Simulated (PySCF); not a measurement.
**A small calculation by hand: oscillator strength and radiative lifetime**

Sb(OEt)3 (C6H15O3Sb), SMILES CC[O][Sb]([O]CC)[O]CC.

Geometry optimised at PBE0-D3(BJ)/def2-SVP. The isomer is the one that the SMILES or the coordinates give; other isomers of the formula were not compared. The def2 effective core potentials stand for the cores of Sb; spin–orbit coupling is left out. Other conformers were not sampled.

TDA-PBE0/def2-SVP (PySCF 2.14.0) puts the first singlet state with f over 0.02 at 5.45 eV (vertical), with the transition dipole (0.081, -0.416, 0.145) in atomic units.

Find the oscillator strength, the wavelength and the radiative lifetime that this transition would have in vacuum if emission retraced absorption.


|μ|² = 0.2006 au, so |μ| = 1.14 D. ΔE = 5.45/27.211 = 0.2003 hartree. f = (2/3) ΔE |μ|² = 0.027 (the program prints 0.027).
λ = 1239.84/5.45 = 227 nm; ν = 43957 cm⁻¹.
Einstein's coefficient A = 0.6670 ν² f s⁻¹ (ν in cm⁻¹) = 3.5e7 s⁻¹, so τ = 1/A = 29 ns. This state is S1. The figure is the radiative limit of this one transition; relaxation, internal conversion, crossing to triplets and a medium change what is measured.
